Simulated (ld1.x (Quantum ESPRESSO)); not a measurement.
chlorine: one change to a TM potential, before and after

ld1.x (Quantum ESPRESSO) 7.5 input, shortened:

```
&input
   title='Cl', zed=17., rel=0, dft='PZ', iswitch=3,
   config='[Ne] 3s2 3p4.5'
 /
 &inputp
   pseudotype=2, tm=.true., lloc=-1, rcloc=1.30,
   nlcc=.false.
 /
2
3S  1  0   2.00   0.00  1.25  1.25  0.0
3P  2  1   4.50   0.00  1.50  1.50  0.0
 &test
   configts(1)='3s2 3p4.5'
 /
```

Change: core correction a·sin(br)/r model core inside 1.24 bohr.

Cutoffs: the cutoffs (Ry, on a coarse ladder) from which the occupation-weighted sum of valence levels, in a spherical-Bessel basis at the reference potential, stays within 10 and 1 mRy of its value at 400 Ry; they do not see the model core or the augmentation charge, which bear on the density cutoff. Errors are all-electron minus pseudo energies relative to the spin-unpolarised reference configuration.

Task: What does the change do?

Result: The potential gets neither clearly harder nor softer (50 Ry and 80 Ry → 50 Ry and 80 Ry); of the 9 tests that both files solve, the error grows in 0 and shrinks in 4 by more than 15 % and 0.3 meV (median size 6.7 → 5.5 meV); neither file shows a bound ghost. Exchange and correlation are not linear in the density, so unscreening with the valence charge alone errs where core and valence overlap; a model core restores that term. A model core, the more so a compact one, raises the density cutoff, which this test does not measure.

| quantity | base | changed |
| --- | --- | --- |
| cutoff, loose | 50 Ry | 50 Ry |
| cutoff, tight | 80 Ry | 80 Ry |
| bound ghosts | none | none |
| error for 3s2 3p5, meV [ΔE -5.64 eV] | +1.2 | +1.2 |
| error for 3s2 3p4, meV [ΔE 8.35 eV] | +2.2 | +2.0 |
| error for 3s2 3p3, meV [ΔE 33.89 eV] | +30 | +28 |
| error for 3s2 3p5.3, meV [ΔE -7.82 eV] | +2.6 | +2.4 |
| error for 3s2 3p2, meV [ΔE 72.29 eV] | +124 | +112 |
| error for 3s1 3p6, meV [ΔE 6.22 eV] | +1.9 | +1.5 |
| error for 3s1 3p5, meV [ΔE 20.75 eV] | +6.7 | +5.5 |
| error for 3s2 3p4.5 (spin-polarised), meV [ΔE -0.45 eV] | +45 | +33 |
| error for 3s2 3p5 (spin-polarised), meV [ΔE -5.83 eV] | +19 | +14 |
| s: phases at 1.65 bohr within 0.05 rad from the reference energy up to (Ry; the scan ends near 5) | 2.7 | 2.7 |
| p: phases at 1.65 bohr within 0.05 rad from the reference energy up to (Ry; the scan ends near 5) | to the end of the scan | to the end of the scan |
